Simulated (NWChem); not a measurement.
The numbers come from NWChem runs, not from measurements. System: bromine (Br2), charge 0, spin multiplicity 1, at a geometry optimised with PBE0/def2-SVP. Level: EOM-CCSD/def2-SVPD, 18 core orbitals frozen.

Input file:

```
start mol
memory heap 100 mb stack 700 mb global 1900 mb
geometry units angstroms nocenter noautoz
  Br     0.000000     0.000000     1.149171
  Br     0.000000     0.000000    -1.149171
  symmetry group D2h
end
basis spherical
  * library def2-svpd
end
scf
  rhf
  nopen 0
  maxiter 100
  thresh 1e-7
  semidirect memsize 60000000 filesize 0
end
tce
  freeze core 18
  ccsd
  nroots 1
  2eorb
  2emet 13
  thresh 1e-5
  maxiter 200
  tilesize 24
  dipole
end
task tce energy
```

Part of the output:

```
             Northwest Computational Chemistry Package (NWChem) 7.3.0
             --------------------------------------------------------

                                NWChem Input Module
                                -------------------

 Scaling coordinates for geometry "geometry" by  1.889725989
 (inverse scale =  0.529177249)

 Turning off AUTOSYM since
 SYMMETRY directive was detected!

                             Geometry "geometry" -> ""
                             -------------------------

 Output coordinates in angstroms (scale by  1.889725989 to convert to a.u.)

  No.       Tag          Charge          X              Y              Z
 ---- ---------------- ---------- -------------- -------------- --------------
    1 Br                  35.0000     0.00000000     0.00000000     1.14917100
    2 Br                  35.0000     0.00000000     0.00000000    -1.14917100

 Effective nuclear repulsion energy (a.u.)     282.0477239787

            Nuclear Dipole moment (a.u.)
            ----------------------------
        X                 Y               Z
 ---------------- ---------------- ----------------
     0.0000000000     0.0000000000     0.0000000000

      Symmetry information
      --------------------

 Group name             D2h
 Group number             26
 Group order               8
 No. of unique centers     1

      Symmetry unique atoms

     1


 Summary of "ao basis" -> "" (spherical)
 ------------------------------------------------------------------------------
       Tag                 Description            Shells   Functions and Types
 ---------------- ------------------------------  ------  ---------------------
 *                         def2-svpd                  on all atoms

 Summary of "ao basis" -> "ao basis" (spherical)
 ------------------------------------------------------------------------------
       Tag                 Description            Shells   Functions and Types
 ---------------- ------------------------------  ------  ---------------------
 Br                        def2-svpd                15       41   6s5p4d

                                 NWChem SCF Module
                                 -----------------

  ao basis        = "ao basis"
  functions       =    82
  atoms           =     2
  closed shells   =    35
  open shells     =     0
  charge          =   0.00
  wavefunction    = RHF
  use symmetry    = T
  symmetry adapt  = T

 Summary of "ao basis" -> "ao basis" (spherical)
 ------------------------------------------------------------------------------
       Tag                 Description            Shells   Functions and Types
 ---------------- ------------------------------  ------  ---------------------
 Br                        def2-svpd                15       41   6s5p4d

      Symmetry analysis of basis
      --------------------------

        ag         19
        au          4
        b1g         4
        b1u        19
        b2g         9
        b2u         9
        b3g         9
        b3u         9

 Forming initial guess at       0.0s

      Superposition of Atomic Density Guess
      -------------------------------------

 Sum of atomic energies:       -5144.17658042

      Non-variational initial energy
      ------------------------------

 Total energy =   -5144.288423
 1-e energy   =   -7726.517494
 2-e energy   =    2300.181347
 HOMO         =      -0.328803
 LUMO         =      -0.134392

      Symmetry analysis of molecular orbitals - initial
[...]
   0.0004274543996   0.1904571793656    5.18261     5.4     5.4

 Iteration  10 using   10 trial vectors
   0.0001751863923   0.1904571519077    5.18261     5.5     5.5

 Iteration  11 using   11 trial vectors
   0.0000858280312   0.1904569936493    5.18260     5.4     5.4

 Iteration  12 using   12 trial vectors
   0.0000533306473   0.1904564961085    5.18259     5.5     5.5

 Iteration  13 using   13 trial vectors
   0.0000240341314   0.1904566152510    5.18259     5.5     5.5

 Iteration  14 using   14 trial vectors
   0.0000091890147   0.1904566631841    5.18259     5.5     5.5
 --------------------------------------------------------------
 Iterations converged

 Excited state root  1
 Excitation energy / hartree =        0.190456572676339
                   / eV      =        5.182589238944297

 EOM-CCSD transition moments / hartree
 --------------------------------------------
 X    0.0000000 Y    0.0000000 Z    0.0000000
 Oscillator Strength               -0.0000000
 --------------------------------------------

 EOM-CCSD dipole moments / hartree & Debye
 ------------------------------------
   X        -0.0000000     -0.0000000
   Y        -0.0000000     -0.0000000
   Z         0.0000000      0.0000000
 Total       0.0000000      0.0000000
 ------------------------------------

 Singles contributions
    36b1u (alpha) ---    33b2u (alpha)       -0.8793890056
    37b1u (alpha) ---    33b2u (alpha)       -0.2185508910

 Doubles contributions
    36b1u (alpha)    36b1u (beta ) ---    31ag  (alpha)    35b3g (beta )       -0.1853666108
    36b1u (alpha)    36b1u (beta ) ---    35b3g (alpha)    31ag  (beta )       -0.1853666108

 =========================================
 Excited-state calculation ( b3u symmetry)
 =========================================
 Dim. of EOMCC iter. space      500

 EOMCCSD SOLVER TYPE  1
  maxdiff =   0.39800959859332624

 No. of initial right vectors    1

 EOM-CCSD right-hand side iterations
 --------------------------------------------------------------
      Residuum       Omega / hartree  Omega / eV    Cpu    Wall
 --------------------------------------------------------------

 Iteration   1 using    1 trial vectors
   0.5088072225063   0.2210004643494    6.01373     3.4     3.4

 Iteration   2 using    2 trial vectors
   0.1206742226221   0.1211537565283    3.29676     2.4     2.4

 Iteration   3 using    3 trial vectors
   0.0559262912671   0.1148676868723    3.12571     2.3     2.3

 Iteration   4 using    4 trial vectors
   0.0192818619216   0.1125979887012    3.06395     2.3     2.3

 Iteration   5 using    5 trial vectors
   0.0058779058025   0.1123017763357    3.05589     2.4     2.4

 Iteration   6 using    6 trial vectors
   0.0019596391713   0.1122406316335    3.05422     2.3     2.3

 Iteration   7 using    7 trial vectors
   0.0006492329881   0.1122361441679    3.05410     2.4     2.4

 Iteration   8 using    8 trial vectors
   0.0001947493527   0.1122362177994    3.05410     2.4     2.4

 Iteration   9 using    9 trial vectors
   0.0000528424094   0.1122359521567    3.05410     2.4     2.4

 Iteration  10 using   10 trial vectors
   0.0000154200701   0.1122357056986    3.05409     2.3     2.3

 Iteration  11 using   11 trial vectors
   0.0000049005865   0.1122356072546    3.05409     2.3     2.3
 --------------------------------------------------------------
 Iterations converged
 ------------------

 Excited state root  1
 Excitation energy / hartree =        0.112235607254582
                   / eV      =        3.054087565528472
 largest EOMCCSD amplitudes: R1 and R2

 Singles contributions
    36b1u (alpha) ---    34b2g (alpha)        0.9112881662
    37b1u (alpha) ---    34b2g (alpha)        0.2223479025

 Doubles contributions
    36b1u (alpha)    36b1u (beta ) ---    31ag  (alpha)    32b3u (beta )        0.1164400347
    36b1u (alpha)    36b1u (beta ) ---    32b3u (alpha)    31ag  (beta )        0.1164400347

 No. of initial left vectors    1

 EOM-CCSD left-hand side iterations
 --------------------------------------------------------------
      Residuum       Omega / hartree  Omega / eV    Cpu    Wall
 --------------------------------------------------------------

 Iteration   1 using    1 trial vectors
   0.5530323154515   0.2210004643494    6.01373     5.5     5.5

 Iteration   2 using    2 trial vectors
   0.1291112605127   0.1222834660025    3.32750     5.6     5.6

 Iteration   3 using    3 trial vectors
   0.0584616726672   0.1150080212393    3.12953     5.5     5.5

 Iteration   4 using    4 trial vectors
   0.0198503586450   0.1126761170858    3.06607     5.5     5.5

 Iteration   5 using    5 trial vectors
   0.0061545806209   0.1123401630441    3.05693     5.5     5.5

 Iteration   6 using    6 trial vectors
   0.0020303182277   0.1122513158018    3.05452     5.5     5.5

 Iteration   7 using    7 trial vectors
   0.0006706385486   0.1122402259662    3.05421     5.4     5.4

 Iteration   8 using    8 trial vectors
   0.0002049699125   0.1122363078028    3.05411     5.5     5.5

 Iteration   9 using    9 trial vectors
   0.0000558978219   0.1122358422614    3.05409     5.5     5.5

 Iteration  10 using   10 trial vectors
   0.0000162897482   0.1122357784684    3.05409     5.6     5.6

 Iteration  11 using   11 trial vectors
   0.0000051315550   0.1122357237501    3.05409     5.5     5.5
 --------------------------------------------------------------
 Iterations converged

 Excited state root  1
 Excitation energy / hartree =        0.112235607254582
                   / eV      =        3.054087565528472

 EOM-CCSD transition moments / hartree
 --------------------------------------------
 X    0.1309279 Y    0.0000000 Z    0.0000000
 Oscillator Strength                0.0012826
 --------------------------------------------

 EOM-CCSD dipole moments / hartree & Debye
 ------------------------------------
   X        -0.0000000     -0.0000000
   Y        -0.0000000     -0.0000000
   Z         0.0000000      0.0000000
 Total       0.0000000      0.0000000
 ------------------------------------

 Singles contributions
    36b1u (alpha) ---    34b2g (alpha)        0.9112881662
    37b1u (alpha) ---    34b2g (alpha)        0.2223479025

 Doubles contributions
    36b1u (alpha)    36b1u (beta ) ---    31ag  (alpha)    32b3u (beta )        0.1164400347
    36b1u (alpha)    36b1u (beta ) ---    32b3u (alpha)    31ag  (beta )        0.1164400347

 Task  times  cpu:     1172.3s     wall:     1172.3s

 Total times  cpu:     1172.3s     wall:     1172.3s
```
